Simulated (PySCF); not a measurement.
This PySCF input asks for the NMR shieldings of SMILES CC#C[C@H](C)CCOBF, C₇H₁₂BFO; the geometry comes from GFN2-xTB.

```python
import basis_set_exchange as bse
import numpy as np
from pyscf import gto, dft
from pyscf.prop import nmr

atoms = """
C    -4.157993   -0.265067   -0.823980
C    -2.785054   -0.135934   -0.384012
C    -1.649142   -0.040136   -0.014788
C    -0.267604    0.106801    0.418468
C    -0.147396    1.323232    1.340281
C     0.637584    0.217537   -0.820003
C     2.119716    0.067475   -0.490949
O     2.358958   -1.230376    0.041677
B     3.524830   -1.650710    0.485555
F     4.599109   -0.853218    0.463501
H    -4.347239    0.410238   -1.658314
H    -4.836259   -0.016849   -0.007916
H    -4.352682   -1.287916   -1.145838
H     0.021327   -0.796115    0.970104
H     0.858074    1.406549    1.744873
H    -0.384840    2.234990    0.795465
H    -0.843202    1.230892    2.171237
H     0.359778   -0.568574   -1.525298
H     0.482404    1.183006   -1.305594
H     2.718646    0.194056   -1.399880
H     2.444056    0.821952    0.233097
H     3.636518   -2.733235    0.911463
"""
names = dict.fromkeys(["C", "O", "B", "F", "H"], "pcSseg-1")
basis = {el: gto.basis.parse(bse.get_basis(n, elements=[el], fmt="nwchem")) for el, n in names.items()}
mol = gto.M(atom=atoms, basis=basis, charge=0, verbose=0)
mf = dft.RKS(mol, xc="PBE0")
mf.grids.level = 2
mf.grids.alignment = dft.numint.BLKSIZE   # the property module wants whole blocks of grid points
mf.conv_tol = 1e-9
mf.kernel()

calc = nmr.RKS(mf)   # GIAO
C = mf.mo_coeff
Co = C[:, mf.mo_occ > 0]
resp = mf.gen_response(singlet=True, hermi=2)
def vind(x):   # induced exchange potential for any number of trial vectors
    d = np.einsum("pi,xij,qj->xpq", C, 2 * x.reshape(-1, C.shape[1], Co.shape[1]), Co, optimize=True)
    return np.einsum("xpq,pi,qj->xij", resp(d - d.transpose(0, 2, 1)), C, Co, optimize=True).ravel()
mo1, _ = nmr.rhf.solve_mo1(calc, with_cphf=vind)
sigma = calc.kernel(mo1)
for i, s in enumerate(sigma):   # ppm
    w = np.linalg.eigvalsh((s + s.T) / 2)
    print("%2d %-2s iso %8.1f  s11 %8.1f  s22 %8.1f  s33 %8.1f" % (i, mol.atom_pure_symbol(i), w.mean(), *w))
```

Problem. What are the results?

Solution. 
```
 0 C  iso    182.2  s11    174.9  s22    175.1  s33    196.7
 1 C  iso    104.3  s11     22.3  s22     28.1  s33    262.5
 2 C  iso     95.6  s11     -3.0  s22     10.3  s33    279.6
 3 C  iso    164.4  s11    153.2  s22    166.0  s33    174.1
 4 C  iso    166.3  s11    151.4  s22    161.0  s33    186.5
 5 C  iso    144.2  s11    132.8  s22    141.2  s33    158.6
 6 C  iso    124.4  s11     97.6  s22    112.4  s33    163.2
 7 O  iso    192.5  s11     56.5  s22    236.1  s33    284.8
 8 B  iso     77.9  s11     57.4  s22     87.6  s33     88.8
 9 F  iso    253.6  s11     78.3  s22    269.1  s33    413.4
10 H  iso     29.7  s11     24.4  s22     28.2  s33     36.6
11 H  iso     29.7  s11     24.4  s22     28.0  s33     36.8
12 H  iso     29.7  s11     24.4  s22     28.1  s33     36.8
13 H  iso     28.9  s11     24.2  s22     28.7  s33     33.7
14 H  iso     30.5  s11     24.9  s22     29.8  s33     36.6
15 H  iso     31.0  s11     27.9  s22     28.6  s33     36.4
16 H  iso     30.3  s11     26.0  s22     28.1  s33     36.7
17 H  iso     29.4  s11     24.5  s22     29.9  s33     33.7
18 H  iso     30.4  s11     26.7  s22     29.9  s33     34.7
19 H  iso     27.5  s11     22.0  s22     28.4  s33     32.2
20 H  iso     27.5  s11     22.8  s22     29.5  s33     30.4
21 H  iso     27.7  s11     24.2  s22     26.8  s33     32.0
```

These numbers come from an equivalent density-fitted implementation of the same equations, which agrees with the script to about 0.01 ppm for H and up to a few tenths of a ppm for heavy atoms, so last digits may differ.

Size and cost of the density-fitted run: 230 basis functions, 120 s wall time on 1 thread of an Arm Neoverse N1, shared host; peak memory 1.1 GiB.
